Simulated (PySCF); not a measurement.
C2H4F2Si2. Atoms are numbered in the order given.

```xyz
10

Si     3.1795     0.0726     0.6034
C      1.3511     0.0140     0.3636
C      0.1269    -0.0239     0.1948
Si    -1.6842    -0.0893     0.0041
F     -2.2009     1.3113    -0.6386
F     -2.0650    -1.2716    -1.0442
H      3.8383     0.3309    -0.7200
H      3.6407    -1.2435     1.1583
H      3.5098     1.1765     1.5653
H     -2.3980    -0.3282     1.2861
```
Charge 0, spin multiplicity 1.

Geometry: PBE-D3(BJ)/def2-SVP. The structure was generated by enumeration, and PubChem lists no compound with its InChIKey, so it may never have been made.

Method: PBE/pcSseg-1 (PySCF).

GIAO shieldings, no solvent; atoms alike by connectivity are averaged. δ = σ(ref) − σ: ²⁹Si against TMS (σ = 335.4 ppm); ¹³C against TMS (σ = 182.0 ppm); ¹⁹F against CFCl3 (σ = 133.6 ppm); ¹H against TMS (σ = 31.49 ppm), references at their B3LYP-D3(BJ)/def2-TZVP geometries, non-relativistic.

Estimate the chemical shifts. (The exact figures need the calculation; the answer reports its results.)


```csv
nucleus,atoms,count,δ (ppm)
²⁹Si,Si4,1,-45.2
²⁹Si,Si1,1,-97.9
¹³C,C3,1,116.3
¹³C,C2,1,112.4
¹⁹F,"F5, F6",2,-166.0
¹H,H10,1,5.42
¹H,"H7, H8, H9",3,4.75
```
